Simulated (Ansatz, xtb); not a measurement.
Stretching the B1–H2 bond in CH5BO (SMILES BOC) (multiplicity 1 held, fragments rigid). Energies count from the point at 1.192 Å.
Geometry at that point (charge 0, multiplicity 1):
```xyz
8

B     -0.296     0.113     1.272
H     -1.184     0.527     1.952
H      0.697    -0.379     1.731
O     -0.447     0.218    -0.057
C      0.535    -0.236    -0.983
H      1.396    -0.665    -0.466
H      0.083    -0.987    -1.631
H      0.856     0.610    -1.592
```

Restricted levels (R-, RO-) in cc, def2 and unpolarised 6-31G sets keep to the state of the molecule at rest. Unrestricted levels (U-) break spin symmetry where that is lower. Curves can end on different states.

Frozen-core correlation.

Run with Ansatz (Gaussian orbitals); xtb for the GFN methods. Values without a source in brackets are computed. The GFN methods have no spin term and hold the electronic entropy of 300 K.

Question: One of these levels gives 574.0 kJ/mol for the energy at R = 3.816 Å. Name it.
A) U-SCS-MP2/cc-pVDZ
B) R-HF/cc-pVDZ
C) GFN2-xTB
D) R-SCS-MP2/cc-pVDZ

Answer: D, R-SCS-MP2/cc-pVDZ. The others give 513.0 (GFN2-xTB), 723.1 (R-HF/cc-pVDZ), 445.9 (U-SCS-MP2/cc-pVDZ)

Doubts at one or more of the structures used: a restricted determinant that unrestricted orbitals would lower (R-HF/cc-pVDZ, R-SCS-MP2/cc-pVDZ); a spin-contaminated determinant (U-SCS-MP2/cc-pVDZ).

Ansatz is a program for electronic structure.
